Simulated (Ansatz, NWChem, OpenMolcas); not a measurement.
SiH3I (SMILES [SiH3]I): methods side by side

SiH3I has 5 atoms, charge 0, and is taken as a singlet. SMILES: `[SiH3]I`. The shape is that of a PBE0-D4/def2-TZVP optimisation.

Quantity: the vertical energy of the triplet above the singlet, in eV. The values are calculated.

```csv
level,kind,program,value (eV),CPU time (all runs)
HF/def2-TZVP (core potential),Hartree–Fock,Ansatz,5.39,90 s
PBE/def2-TZVP (core potential),GGA,Ansatz,5.05,1.8 min
TPSS/def2-TZVP (core potential),meta-GGA,OpenMolcas,5.24,4 min
BHLYP/def2-TZVP (core potential),global hybrid,NWChem,5.46,91 s
M06-2X/def2-TZVP (core potential),hybrid meta-GGA,NWChem,5.23,82 s
HSE06/def2-TZVP (core potential),range-separated hybrid,Ansatz,5.24,4.5 min
B2PLYP/def2-TZVP (core potential),double hybrid,NWChem,5.47,75 s
MP2/def2-TZVP (core potential),perturbation theory,Ansatz,5.73,92 s
CCSD/def2-TZVP (core potential),coupled cluster or CI,Ansatz,5.53,4.4 min
```

Spin-orbit coupling, which can split open shells on such heavy atoms by tenths of an eV, is left out. The values span 5.05 to 5.73 eV. A triplet this far above the singlet is often a Rydberg-like or dissociative state; sets without diffuse functions put Rydberg states too high. In the correlated wave-function rows the outer d shell of I is correlated, in sets not made for it. CPU times are rough (shared hosts, several kinds of processor): they show what a rung costs within a factor of a few.
